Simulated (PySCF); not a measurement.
**A small calculation by hand: chemical shift, span and skew from a shielding tensor**

C₃H₉FOSi, SMILES CO[Si@@H](C)CF. Atoms are numbered in the order given.

```xyz
15

C      2.4157    -0.5741    -0.0206
O      1.3493    -0.3996    -0.9222
Si    -0.2576    -0.2395    -0.4940
C     -0.8133    -1.5012     0.7671
C     -0.5764     1.4820     0.2473
F     -1.9244     1.5139     0.6270
H      2.5296     0.2847     0.6690
H      3.3505    -0.6690    -0.5949
H      2.2987    -1.4887     0.5911
H     -1.0245    -0.3591    -1.7633
H     -0.2122    -1.4488     1.6898
H     -1.8590    -1.2904     1.0446
H     -0.7597    -2.5308     0.3796
H     -0.3909     2.3018    -0.4705
H      0.0429     1.6846     1.1420
```
Charge 0, spin multiplicity 1.

Coordinates come from a r2SCAN-D4/def2-SVP optimisation. The structure was generated by enumeration; whether it is a known compound was not checked. Other conformers were not sampled.

GIAO shieldings from PySCF with HF/pcSseg-1, non-relativistic, no solvent. The symmetric part of the tensor of C1 has the principal values 121.3, 121.5, 186.4 ppm. The same nucleus in TMS has σ = 192.6 ppm at this level (PySCF, at its B3LYP-D3(BJ)/def2-TZVP geometry).

Task: Work out the isotropic shielding, the ¹³C shift against TMS, the span and the skew.

Result: 
σ(iso) = (σ11 + σ22 + σ33)/3 = 143.1 ppm. δ = σ(ref) − σ(iso) = 192.6 − (143.1) = 49.5 ppm.
Span Ω = σ33 − σ11 = 65.1 ppm. Skew κ = 3(σ(iso) − σ22)/Ω = 0.99, an axial tensor. Tumbling in solution averages the tensor to δ; in a static solid the shielding alone would spread this spin-1/2 line over Ω.
